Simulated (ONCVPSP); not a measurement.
## gallium ONCV: all-electron and pseudo phase curves

ONCVPSP 4.0.1 input, shortened (lines: element, Z, core and valence counts, functional; n l f; lmax; l rc ep ncon nbas qcut; lloc lpopt rc5 dvloc0; l nproj debl; icmod fcfact rcfact), LDA (Perdew-Wang 92), non-relativistic:

```
  Ga 31.00    3    5  -001012      upf
    1    0    2.00
    2    0    2.00
    2    1    6.00
    3    0    2.00
    3    1    6.00
    3    2   10.00
    4    0    1.50
    4    1    1.50
    2
    0    1.20    0.00    4    8    9.30
    1    1.35    0.00    4    7    9.70
    2    0.80    0.00    3    6   22.50
    4    5    0.50    0.00
    0    2    0.70
    1    2    0.70
    2    2    3.20
    1    0.45    0.00
```

The phase is arctan(r·R′/R) of the radial function R(r), unwrapped; energies in Ha, scanned from -7 to 5 Ha. A pole is an energy at which the radial function vanishes at the test radius. The pseudo phase is shifted by a multiple of π to meet the all-electron one at the reference energy, and phase errors are pseudo minus all-electron; the curves can meet again beyond the range given. Levels narrower than the energy grid can be missing from the lists of poles.

```json
{"channel": "s", "radius (bohr)": "1.22", "reference energy (Ha)": "-0.35", "poles, all-electron": "-4.78", "poles, pseudo": "-4.78", "unbroken range about the reference energy with phases within 0.05 rad": "the whole range", "phase error 1 Ha above the reference energy (rad)": "-0.001"}
{"channel": "p", "radius (bohr)": "1.37", "reference energy (Ha)": "-0.12", "poles, all-electron": "-3.33", "poles, pseudo": "-3.33", "unbroken range about the reference energy with phases within 0.05 rad": "the whole range", "phase error 1 Ha above the reference energy (rad)": "+0.000"}
{"channel": "d", "radius (bohr)": "0.81", "reference energy (Ha)": "-0.77", "poles, all-electron": "3.06", "poles, pseudo": "3.06", "unbroken range about the reference energy with phases within 0.05 rad": "the whole range", "phase error 1 Ha above the reference energy (rad)": "-0.000"}
```

Phases in the d channel:

```
E (Ha)  all-electron  pseudo
 -6.96         0.977   0.977
 -6.64         0.947   0.947
 -6.32         0.913   0.913
 -6.00         0.874   0.874
 -5.68         0.829   0.829
 -5.36         0.776   0.776
 -5.04         0.715   0.715
 -4.72         0.642   0.642
 -4.40         0.557   0.557
 -4.08         0.455   0.455
 -3.76         0.334   0.334
 -3.44         0.194   0.194
 -3.12         0.035   0.034
 -2.80        -0.139  -0.139
 -2.48        -0.318  -0.318
 -2.16        -0.491  -0.491
 -1.84        -0.651  -0.651
 -1.52        -0.792  -0.792
 -1.20        -0.913  -0.913
 -0.88        -1.016  -1.016
 -0.56        -1.103  -1.103
 -0.24        -1.177  -1.177
  0.08        -1.240  -1.240
  0.40        -1.294  -1.294
  0.72        -1.342  -1.342
  1.04        -1.384  -1.384
  1.36        -1.421  -1.421
  1.68        -1.454  -1.454
  2.00        -1.485  -1.485
  2.32        -1.513  -1.513
  2.64        -1.539  -1.539
  2.96        -1.563  -1.563
  3.28        -1.586  -1.586
  3.60        -1.608  -1.608
  3.92        -1.629  -1.629
  4.24        -1.650  -1.650
  4.56        -1.670  -1.670
  4.88        -1.690  -1.690
```
